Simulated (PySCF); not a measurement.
# Correlation energy of V⁺ (vanadium, charge +1)

[Ar] 3d3 4p1, one real determinant (an excited configuration). Calculation: PySCF 2.14, in aug-cc-pVTZ (8s7p5d3f2g, 93 functions); no relativity, point nucleus. Frozen: [Ar]; 4 electrons correlated.

MP2 pair energies summed by pair of shells (mhartree):

```
 pair  energy  share (%)
3d-3d  -18.44       73.9
3d-4p   -6.52       26.1
```

Total MP2 correlation energy: -24.96 mhartree.

Same-spin part -24.96 and opposite-spin part 0.00 mhartree; SCS-MP2 scales them by 1/3 and 6/5 to -8.32 mhartree.

The reference is one real determinant that mixes LS terms of this configuration.
